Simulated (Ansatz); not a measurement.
AsO, SMILES `O=[As]` radical, one more setting.

```yaml
crystal:
  periodic: [false, false, false]
  atoms:
    - {symbol: O, position_ang: [-0.685856, 0.247927, -0.346814]}
    - {symbol: As, position_ang: [0.685856, -0.247927, 0.346814]}
basis:
  gaussian: {orbitals: x2c-TZVPPall, final_grid: {core_spheres: 20, valence_spheres: 16, degree: 47}}
magnetization: {spin_polarized: true, initial_magnetization: 1}
hamiltonian: {xc: {name: PBE}, dispersion: d4}
output: {forces: true}
```

```sh
$ ansatz run in.yaml --threads 2 --pin off --events-out ev --progress --plain --max-ram 32768MiB --backend cpu
```

It prints (some lines left out):

```
Functional definition: PBE
538 factors; their error is unknown
mean field evaluation 1: about -63546.3583 eV, gradient 5.4e1 eV
mean field evaluation 2: about -63410.8685 eV, gradient 1.5e2 eV
mean field evaluation 4: about -63554.8619 eV, gradient 2.0e1 eV
mean field evaluation 8: about -63556.7473 eV, gradient 2.9e-2 eV
mean field evaluation 16: about -63556.7235 eV, gradient 1.8e-5 eV
mean field -63556.72354862 eV, -2335.6665101172 hartree, gradient 1.7e-5 eV, S^2 0.752231; 1 other end points of the search recorded, 0 dependent functions left out
reference -63556.72357193 eV, -2335.6665109738 hartree; 21, 20 occupied and 58, 59 virtual orbitals, 538 factors
Total energy: -63556.74525583 eV, -2335.6673078426 hartree
Relativity: scalar
Atom 0 at    -0.685856     0.247927    -0.346814 Å, force    -1.203448     0.435029    -0.608543 eV/Å
Atom 1 at     0.685856    -0.247927     0.346814 Å, force     1.203448    -0.435029     0.608543 eV/Å
Dipole moment:     0.423301    -0.153017     0.214049 e Å
```

Run time 1.4 s (2 threads of an AMD EPYC 7R13 on a shared host); peak host memory 0.18 GiB.
